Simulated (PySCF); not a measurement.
# How methods differ on the ionisation energy of Zr²⁺

Zr²⁺ [Kr] 4d2 (3F) → Zr³⁺ [Kr] 4d1 (2D), as a difference of total energies. Calculation: PySCF 2.14, in def2-QZVPPD with the def2 core potential (28 electrons); a scalar-relativistic core potential. Correlated levels: valence: 4s2 4p6 frozen; valence and next inner shell: nothing frozen outside the core potential. The calculations carry no spin-orbit coupling.

| method | ionisation energy (eV) |
| --- | --- |
| UHF | 22.411 |
| LDA | 23.328 |
| PBE | 23.355 |
| PBE0 | 23.313 |
| r2SCAN | 23.274 |
| HSE06 | 23.311 |
| B3LYP | 23.367 |
| M06 | 23.035 |
| M06-L | 22.956 |
| MP2 (valence) | 22.513 |
| SCS-MP2 (valence) | 22.445 |
| MP2 (valence and next inner shell) | 22.879 |
| SCS-MP2 (valence and next inner shell) | 22.801 |

Task: How much does correlation contribute at MP2 (valence and next inner shell)?

Result: 22.879 − (22.411) = 0.468 eV, measured against UHF.

The reference lies between the lowest fine-structure levels, while these numbers refer to the centres of the terms.

Errors of the correlated levels include the incompleteness of this basis and the frozen core.

For comparison: 23.170 eV (semi-empirical (NIST evaluation); NIST Atomic Spectra Database, ionization energies).
